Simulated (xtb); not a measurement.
Pb(NH2)(SH) (H3NPbS), SMILES [NH2][Pb][SH] (connectivity only; charge and spin as stated), neutral, multiplicity 1. All values are semi-empirical tight-binding results from xtb (GFN2-xTB unless named), good for trends rather than for accurate numbers. Geometry optimised at GFN2-xTB. The values are those of a single conformer.

Optimised geometry:

```xyz
6

Pb     0.0344    -0.1907     0.3768
N      1.4976    -0.9577    -0.9525
H      2.1822    -1.6701    -0.7592
H      1.6296    -0.6694    -1.9070
S     -0.9527     1.4215    -1.3154
H     -1.8753     1.9361    -0.5138
```
Charge 0, spin multiplicity 1.

For metal compounds this method's bond lengths and energies can be far off.

**Question.** Estimate the properties. (The exact figures need the calculation; the answer reports its results.)

**Answer.** 
The point group as xtb finds it comes out as Cs, the orbital gap is 2.72 eV and the zero-point energy is 20.3 kcal/mol. The G − E(el) at 298.15 K (modified RRHO) comes out as 0.9 kcal/mol.

Computed atomic charges and the Wiberg bond orders between heavy atoms:
charges (e) Pb1 0.52, N2 -0.47, H3 0.14, H4 0.15, S5 -0.49, H6 0.15. Bond orders Pb1–N2 1.20, Pb1–S5 0.99.
